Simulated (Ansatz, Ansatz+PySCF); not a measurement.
| atom | x (Å) | y (Å) | z (Å) |
| --- | --- | --- | --- |
| Li | 0.0000 | 0.0000 | 0.0000 |
| Be | 1.2124 | 1.6165 | 3.4999 |

Basis set: STO-3G (spherical functions). All electrons are correlated. Correlation on ROHF uses semicanonical orbitals with singles. Charge 0, multiplicity 2.

Computed with Ansatz (development build ahead of 0.2.0); the reference of a correlated method needn't be the lowest determinant of its kind.

Give the atomization energy at this shape (free ground-state atoms in the same class of orbitals less the molecule, no zero-point energy) of doublet BeLi by full CI (lowest root of this spin), ROHF-CCSD(T), ROHF-CCSD.

```json
{"method": "full CI (lowest root of this spin)", "atomization energy": "3.5 kJ/mol"}
{"method": "ROHF-CCSD(T)", "atomization energy": "3.5 kJ/mol"}
{"method": "ROHF-CCSD", "atomization energy": "3.4 kJ/mol"}
```

Caution: the shape is not the minimum. Caution for ROHF-CCSD(T), ROHF-CCSD: the reference determinant was not shown to be the lowest.

This basis has no polarisation functions and is too small for such energies, which can lie far from measured ones in either direction.
